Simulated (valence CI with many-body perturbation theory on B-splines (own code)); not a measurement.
E1 line list for Hg⁶⁷⁺

Method: configuration interaction combined with many-body perturbation theory (CI+MBPT): three valence electrons over a frozen Dirac-Fock core [Ne], radial functions for each j: 11 s, 11 p, 10 d, 8 f, 5 g, 2 h, with the one-electron correlation potential Σ1 (screened to all orders), the two-electron term Σ2, the three-electron term Σ3, Breit, model QED; selected single and double excitations, second order for the rest, scaled by the run's own slope (own B-spline code, finite nucleus).

No measured spectrum was set against this ion. As an estimate, large intervals hold to a few tenths of a per cent, small ones and those within an open d or f shell to about a per cent.

Lines 1 to 50 of 584 in falling wavelength, among levels below 32110 × 10³ cm⁻¹, chosen from the strongest by gf and those to the six lowest levels. Wavelengths and rates use the calculated energies. Electric multipoles are in the length gauge with retardation, E1 and E2 with the static RPA response of the core. Weak lines are less certain than strong ones. Lines between different terms over intervals too small for the method are left out, as are lines whose strength nearly cancels. The highest levels of a list are the least certain.

Levels are named by their leading jj configuration (3d3/2^4 stands for four electrons in 3d with j = 3/2), which in mixed levels can hold well under half, so a name can repeat and another be missing. Letters in brackets count levels of one name in rising energy.

| λ vac (nm) | Upper | Lower | A (s⁻¹) | S (a.u.) with core polarisation | S without |
| --- | --- | --- | --- | --- | --- |
| 15.77 | (3s 3p1/2 4p1/2) J=1/2 [a] | (3s 3p1/2 4s) J=1/2 [a] | 1.31e+10 | 5.08e-02 | 5.10e-02 |
| 15.65 | (3s 3p1/2 4p1/2) J=3/2 | (3s 3p1/2 4s) J=3/2 | 8.53e+09 | 6.46e-02 | 6.48e-02 |
| 14.58 | (3s^2 4p1/2) J=1/2 | (3s^2 4s) J=1/2 | 1.77e+10 | 5.41e-02 | 5.43e-02 |
| 12.79 | (3s 3p1/2 4p1/2) J=1/2 [b] | (3s 3p1/2 4s) J=3/2 | 2.32e+10 | 4.79e-02 | 4.81e-02 |
| 7.928 | (3s 3p1/2 3p3/2) J=3/2 [a] | (3s^2 3p3/2) J=3/2 | 2.52e+09 | 2.48e-03 | 2.52e-03 |
| 7.588 | (3p1/2 3p3/2 3d5/2) J=7/2 [b] | (3s 3p3/2 3d5/2) J=5/2 [b] | 1.34e+10 | 2.31e-02 | 2.34e-02 |
| 7.495 | (3p1/2 3d3/2 3d5/2) J=9/2 | (3s 3d3/2 3d5/2) J=7/2 [b] | 2.32e+10 | 4.82e-02 | 4.89e-02 |
| 7.486 | (3p1/2 3p3/2 3d5/2) J=9/2 | (3s 3p3/2 3d5/2) J=7/2 [b] | 1.21e+10 | 2.51e-02 | 2.55e-02 |
| 7.144 | (3p1/2 3d3/2 3d5/2) J=9/2 | (3s 3d3/2 3d5/2) J=9/2 | 1.17e+10 | 2.11e-02 | 2.14e-02 |
| 7.122 | (3p1/2 3d3/2 3d5/2) J=7/2 [a] | (3s 3d3/2 3d5/2) J=5/2 [a] | 1.62e+10 | 2.31e-02 | 2.35e-02 |
| 7.014 | (3s 3p1/2 3p3/2) J=5/2 | (3s^2 3p3/2) J=3/2 | 1.79e+10 | 1.83e-02 | 1.86e-02 |
| 7.006 | (3s 3p1/2 3d5/2) J=7/2 | (3s^2 3d5/2) J=5/2 | 2.90e+10 | 3.93e-02 | 3.99e-02 |
| 6.905 | (3p1/2 3d5/2^2) J=9/2 | (3s 3d5/2^2) J=7/2 | 4.46e+10 | 7.24e-02 | 7.34e-02 |
| 6.771 | (3p1/2 3d5/2^2) J=5/2 | (3s 3d5/2^2) J=3/2 | 3.64e+10 | 3.35e-02 | 3.39e-02 |
| 6.724 | (3s 3p1/2 3d3/2) J=3/2 [a] | (3s 3p1/2 3p3/2) J=3/2 [b] | 2.13e+09 | 1.28e-03 | 1.30e-03 |
| 6.609 | (3p1/2 3p3/2 3d5/2) J=9/2 | (3s 3p3/2 3d5/2) J=7/2 [a] | 1.53e+10 | 2.17e-02 | 2.20e-02 |
| 6.504 | (3s 3p1/2^2) J=1/2 | (3s^2 3p1/2) J=1/2 | 4.83e+10 | 1.31e-02 | 1.33e-02 |
| 6.485 | (3p1/2 3d3/2 3d5/2) J=5/2 [b] | (3s 3d3/2 3d5/2) J=5/2 [b] | 2.40e+10 | 1.94e-02 | 1.97e-02 |
| 6.478 | (3p1/2 3p3/2 3d3/2) J=7/2 | (3s 3p3/2 3d3/2) J=7/2 | 2.25e+10 | 2.41e-02 | 2.45e-02 |
| 6.472 | (3p1/2 3d5/2^2) J=1/2 | (3s 3d5/2^2) J=1/2 | 7.43e+10 | 1.99e-02 | 2.02e-02 |
| 6.447 | (3p1/2 3p3/2 3d5/2) J=5/2 [a] | (3s 3p3/2 3d5/2) J=3/2 [a] | 3.35e+10 | 2.66e-02 | 2.69e-02 |
| 6.423 | (3p1/2 3d3/2^2) J=3/2 | (3s 3d3/2^2) J=5/2 | 3.65e+10 | 1.91e-02 | 1.94e-02 |
| 6.335 | (3p1/2 3d5/2^2) J=3/2 | (3s 3d5/2^2) J=5/2 | 5.47e+10 | 2.74e-02 | 2.78e-02 |
| 6.300 | (3p1/2^2 3d5/2) J=5/2 | (3s 3p1/2 3d5/2) J=3/2 | 4.45e+10 | 3.29e-02 | 3.34e-02 |
| 6.292 | (3p1/2 3d3/2 3d5/2) J=7/2 [b] | (3s 3d3/2 3d5/2) J=7/2 [b] | 1.87e+10 | 1.84e-02 | 1.87e-02 |
| 6.239 | (3s 3p1/2 3d3/2) J=3/2 [b] | (3s 3p1/2 3p3/2) J=3/2 [b] | 3.93e+10 | 1.89e-02 | 1.91e-02 |
| 6.236 | (3p1/2 3d5/2^2) J=5/2 | (3s 3d5/2^2) J=5/2 | 4.13e+10 | 2.97e-02 | 3.01e-02 |
| 6.234 | (3s 3p1/2 3p3/2) J=3/2 [b] | (3s^2 3p3/2) J=3/2 | 3.17e+10 | 1.52e-02 | 1.54e-02 |
| 6.214 | (3p1/2 3d5/2^2) J=7/2 | (3s 3d5/2^2) J=9/2 | 5.35e+10 | 5.07e-02 | 5.14e-02 |
| 6.158 | (3p1/2 3p3/2 3d5/2) J=3/2 [a] | (3s 3p3/2 3d5/2) J=5/2 [a] | 4.99e+10 | 2.30e-02 | 2.33e-02 |
| 6.152 | (3p1/2^2 3d5/2) J=5/2 | (3s 3p1/2 3d5/2) J=5/2 [b] | 4.45e+10 | 3.07e-02 | 3.11e-02 |
| 6.045 | (3p1/2 3d5/2^2) J=9/2 | (3s 3d5/2^2) J=9/2 | 3.62e+10 | 3.94e-02 | 4.00e-02 |
| 6.043 | (3p1/2 3d3/2 3d5/2) J=7/2 [b] | (3s 3d3/2 3d5/2) J=9/2 | 5.55e+10 | 4.83e-02 | 4.90e-02 |
| 6.029 | (3p1/2 3p3/2 3d5/2) J=5/2 [a] | (3s 3p3/2 3d5/2) J=5/2 [a] | 3.40e+10 | 2.20e-02 | 2.24e-02 |
| 6.004 | (3s 3p1/2 3d3/2) J=3/2 [a] | (3s 3p1/2 3p3/2) J=5/2 | 2.96e+10 | 1.26e-02 | 1.28e-02 |
| 5.971 | (3p1/2 3p3/2^2) J=5/2 | (3s 3p3/2^2) J=5/2 | 3.32e+10 | 2.09e-02 | 2.12e-02 |
| 5.918 | (3p1/2 3p3/2 3d5/2) J=7/2 [b] | (3s 3p3/2 3d5/2) J=7/2 [a] | 2.97e+10 | 2.43e-02 | 2.47e-02 |
| 5.895 | (3s 3p1/2 3d3/2) J=5/2 | (3s 3p1/2 3p3/2) J=3/2 [b] | 1.05e+10 | 6.35e-03 | 6.44e-03 |
| 5.883 | (3s 3p1/2 3p3/2) J=1/2 | (3s^2 3p3/2) J=3/2 | 3.92e+10 | 7.89e-03 | 8.00e-03 |
| 5.854 | (3p1/2^2 3d3/2) J=3/2 | (3s 3p1/2 3d3/2) J=5/2 | 9.07e+10 | 3.59e-02 | 3.64e-02 |
| 5.847 | (3p1/2 3p3/2 3d5/2) J=5/2 [b] | (3s 3p3/2 3d5/2) J=7/2 [a] | 4.34e+10 | 2.57e-02 | 2.60e-02 |
| 5.831 | (3p1/2^2 3d5/2) J=5/2 | (3s 3p1/2 3d5/2) J=7/2 | 8.31e+10 | 4.88e-02 | 4.95e-02 |
| 5.812 | (3p1/2 3p3/2 3d5/2) J=7/2 [a] | (3s 3p3/2 3d5/2) J=9/2 | 6.37e+10 | 4.93e-02 | 5.00e-02 |
| 5.792 | (3p1/2 3p3/2^2) J=3/2 | (3s 3p3/2^2) J=5/2 | 6.54e+10 | 2.51e-02 | 2.54e-02 |
| 5.776 | (3p1/2 3p3/2 3d3/2) J=5/2 [a] | (3p1/2 3p3/2^2) J=5/2 | 3.42e+10 | 1.95e-02 | 1.98e-02 |
| 5.718 | (3p1/2 3d3/2 3d5/2) J=5/2 [b] | (3s 3d3/2 3d5/2) J=7/2 [a] | 3.16e+10 | 1.75e-02 | 1.77e-02 |
| 5.694 | (3p1/2 3p3/2 3d3/2) J=5/2 [b] | (3s 3p3/2 3d3/2) J=7/2 | 7.17e+10 | 3.92e-02 | 3.98e-02 |
| 5.614 | (3s 3p1/2 3d3/2) J=3/2 [b] | (3s 3p1/2 3p3/2) J=5/2 | 5.86e+10 | 2.05e-02 | 2.08e-02 |
| 5.601 | (3p1/2 3p3/2 3d5/2) J=9/2 | (3s 3p3/2 3d5/2) J=9/2 | 4.53e+10 | 3.93e-02 | 3.99e-02 |
| 5.551 | (3p1/2^2 3d3/2) J=3/2 | (3s 3p1/2 3d3/2) J=3/2 [b] | 5.96e+10 | 2.01e-02 | 2.04e-02 |
